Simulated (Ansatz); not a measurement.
C$_{7}$H$_{7}$ (SMILES [CH2]c1ccccc1), doublet, geometry from GFN2-xTB; SVWN5/def2-SVP run with Ansatz (a quantum-chemistry and plane-wave program).

Here is a job for Ansatz.
Ansatz 0.2 input:
```yaml
crystal:
  periodic: [false, false, false]
  atoms:
    - {symbol: C, position_ang: [2.36069093, -0.21824476, 0.05084697]}
    - {symbol: C, position_ang: [0.98821196, -0.09135973, 0.02128512]}
    - {symbol: C, position_ang: [0.36211980, 1.18191722, -0.09473152]}
    - {symbol: C, position_ang: [-1.00389933, 1.29830754, -0.12331928]}
    - {symbol: C, position_ang: [-1.81299592, 0.16761062, -0.03905016]}
    - {symbol: C, position_ang: [-1.22914590, -1.09186356, 0.07522167]}
    - {symbol: C, position_ang: [0.13502389, -1.22787791, 0.10543951]}
    - {symbol: H, position_ang: [3.00174025, 0.64238924, -0.01294849]}
    - {symbol: H, position_ang: [2.82985766, -1.18151771, 0.13855539]}
    - {symbol: H, position_ang: [0.98887353, 2.05936443, -0.16014177]}
    - {symbol: H, position_ang: [-1.46011120, 2.27413088, -0.21190846]}
    - {symbol: H, position_ang: [-2.88758400, 0.26695578, -0.06219573]}
    - {symbol: H, position_ang: [-1.85980917, -1.96720581, 0.14040063]}
    - {symbol: H, position_ang: [0.58700044, -2.20505324, 0.19408455]}
basis:
  gaussian:
    orbitals: def2-SVP
    fitting: {mean_field: def2-universal-JKFIT}
hamiltonian:
  xc: {name: SVWN5}
magnetization: {spin_polarized: true, initial_magnetization: 1}
```

Output, abridged:

```
Functional definition: SVWN5
651 factors; integrals over basis functions are off by at most 2.1e-1 eV
mean field evaluation 1: about -7285.2209 eV, gradient 4.7e1 eV
mean field evaluation 2: about -7274.6247 eV, gradient 6.7e1 eV
mean field evaluation 4: about -7297.9730 eV, gradient 6.8e0 eV
mean field evaluation 8: about -7298.2396 eV, gradient 3.1e-1 eV
mean field evaluation 16: about -7298.2401 eV, gradient 5.1e-5 eV
mean field -7298.24012250 eV, -268.2053775771 hartree, gradient 4.8e-5 eV, S^2 0.755982; 0 other end points of the search recorded, 0 dependent functions left out
reference -7298.24015187 eV, -268.2053786565 hartree; 25, 24 occupied and 108, 109 virtual orbitals, 651 factors
Total energy: -7298.24015187 eV, -268.2053786565 hartree
```
